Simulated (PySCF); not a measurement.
C3H6F2Si, SMILES [SiH2]([C@H]1[C@H](C1)F)F. Atoms are numbered in the order given.

```xyz
12

F      2.1923    -0.7197    -1.0307
Si     1.2351    -0.0291     0.0930
C     -0.4997    -0.6469    -0.1688
C     -1.5085     0.2117    -0.9215
C     -1.6274     0.0256     0.5406
F     -1.3157     1.0805     1.3451
H      1.7617    -0.4389     1.4237
H      1.3067     1.4451    -0.0912
H     -0.5882    -1.7331    -0.2885
H     -2.2331    -0.2789    -1.5767
H     -1.1725     1.1955    -1.2632
H     -2.4414    -0.5728     0.9620
```
Charge 0, spin multiplicity 1.

Geometry optimised at PBE0-D3(BJ)/def2-SVP. The structure was generated by enumeration; whether it is a known compound was not checked. One conformer was computed; it need not be the lowest.

Two levels are set side by side: PBE/pcSseg-1 (PySCF) and KT2/pcSseg-1 (PySCF). GIAO shifts against CFCl3 (¹⁹F), TMS (²⁹Si), TMS (¹H), TMS (¹³C) at the same level; non-relativistic, no solvent, atoms listed together averaged. Differences are taken from unrounded values.

```csv
quantity,PBE
δ(¹⁹F) of F1 (ppm),-250.9
δ(²⁹Si) of Si2 (ppm),17.1
δ(¹³C) of C3 (ppm),10.1
δ(¹³C) of C4 (ppm),17.3
δ(¹³C) of C5 (ppm),78.2
δ(¹⁹F) of F6 (ppm),-256.2
δ(¹H) of H9 (ppm),0.52
δ(¹H) of H12 (ppm),4.92
```

These are the PBE values. What does KT2 give? (The exact figures need the calculation; the answer reports its results.)


```json
[
 {"quantity": "δ(¹⁹F) of F1 (ppm)", "KT2": "-260.0", "PBE minus KT2": "9.1"},
 {"quantity": "δ(²⁹Si) of Si2 (ppm)", "KT2": "17.3", "PBE minus KT2": "-0.2"},
 {"quantity": "δ(¹³C) of C3 (ppm)", "KT2": "9.4", "PBE minus KT2": "0.7"},
 {"quantity": "δ(¹³C) of C4 (ppm)", "KT2": "16.4", "PBE minus KT2": "0.8"},
 {"quantity": "δ(¹³C) of C5 (ppm)", "KT2": "75.4", "PBE minus KT2": "2.8"},
 {"quantity": "δ(¹⁹F) of F6 (ppm)", "KT2": "-261.9", "PBE minus KT2": "5.7"},
 {"quantity": "δ(¹H) of H9 (ppm)", "KT2": "0.50", "PBE minus KT2": "0.02"},
 {"quantity": "δ(¹H) of H12 (ppm)", "KT2": "4.95", "PBE minus KT2": "-0.03"}
]
```

Rough cost on one machine, each run with all the roots and properties that it gave: KT2 against PBE within a factor of 2.
